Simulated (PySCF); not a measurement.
How methods differ on the excitation energy of Zn

Zn [Ar] 3d10 4s2 (1S) → Zn [Ar] 3d9 4s2 5s1 (3D), as a difference of total energies. Computed with PySCF 2.14 in x2c-TZVPPall with one added diffuse shell each of s, p, d, f type (7s6p5d3f1g, 80 functions), with the spin-free X2C one-electron Hamiltonian (Gaussian nucleus). Correlated levels: valence and next inner shell: [Ne] frozen. The calculations carry no spin-orbit coupling.

```csv
method,excitation energy (cm⁻¹)
UHF,96083
MP2 (valence and next inner shell),122860
SCS-MP2 (valence and next inner shell),119210
CCSD (valence and next inner shell),113890
CCSD(T) (valence and next inner shell),114720
```

The upper state lies above the first ionisation limit, where it may autoionise and the basis confines it. A Rydberg-like electron needs more diffuse functions than a valence basis has.

The promoted electron is Rydberg-like, and one or two diffuse shells describe it only roughly, which tends to raise the upper state.
